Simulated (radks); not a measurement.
All-electron atom: a nucleus of charge 9.5 with 9 electrons in [He] 2s2 2p5. Calculated with a radial shooting solver on a logarithmic mesh with Libxc functionals: Dirac Kohn-Sham, PBE, spin-unpolarised, spherical densities, point nucleus; open shells are shared between the two j in proportion to 2j + 1.

Normalised radial functions P(r) = r R(r) (large component), r in bohr:

```
   r/bohr * 1s1/2, o 2s1/2, + 2p1/2 (the largest magnitude, 2.19, reaches the edge; | marks zero, & curves that meet)
  0.01099                             + o    *
  0.01501                             + o      *
   0.0205                             +  o        *
  0.02824                             +   o          *
  0.03858                             +   o              *
   0.0527                             |+   o                *
    0.072                             |+    o                  *
  0.09836                             | +   o                    *
   0.1344                             |  + o                    *
   0.1836                             |  o +                 *
   0.2508                            o|      +         *
   0.3426                       o     |        +*
   0.4681                   o         |    *     +
   0.6395                o            | *         +
   0.8806                 o           *          +
    1.203                    o        *        +
    1.644                        o    *     +
    2.245                           o *  +
    3.068                            o*+
```

1s1/2: eigenvalue -754.84 eV, 0 radial nodes, <r> = 0.167 bohr, 90 % of the charge inside 0.298 bohr. 2s1/2: eigenvalue -41.820 eV, 1 radial node at r = 0.230 bohr, <r> = 0.929 bohr, 90 % of the charge inside 1.49 bohr. 2p1/2: eigenvalue -20.814 eV, 0 radial nodes, <r> = 0.978 bohr, 90 % of the charge inside 1.70 bohr.
